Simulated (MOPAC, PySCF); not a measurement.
H₃NSi, SMILES `N[SiH]` (lower singlet), neutral singlet in the gas phase. This singlet lies 1.81 eV below the relaxed triplet at the level composite: frozen-core CCSD(T) with HF/cc-pVQZ and the correlation energy extrapolated as X^-3 from cc-pVTZ and cc-pVQZ, plus CCSDT(Q) minus CCSD(T) in cc-pVDZ // PBE0-D3(BJ)/def2-TZVP (Ansatz).

Cartesian coordinates (Å):
```xyz
5

N     -0.5604    -0.0606     0.0070
Si     0.9788    -0.7676     0.2183
H     -1.4085    -0.5909     0.1332
H     -0.7470     0.8965    -0.2484
H      1.7372     0.5226    -0.1101
```
Charge 0, multiplicity 1.

All levels are single points at this geometry (PBE0-D3(BJ)/def2-TZVP); Pople sets use spherical d functions. Orbital energies aren't observables, and empty levels follow the basis.

```tsv
level	HOMO (eV)	LUMO (eV)	gap (eV)	dipole (D)	vertical IE, Delta-SCF (eV)
PBE0-D3(BJ)/def2-TZVP in PySCF	-6.34	-1.50	4.84	2.12	–
BP86/6-31G* in PySCF	-5.22	-2.22	3.00	2.62	–
PBE/6-31G* in PySCF	-5.11	-2.13	2.97	2.64	8.58
HF/STO-3G in PySCF	-6.03	7.36	13.40	0.88	–
PM6 in MOPAC	-7.54	-0.81	6.72	1.72	–
PM7 in MOPAC	-8.99	0.20	9.19	2.46	–
```
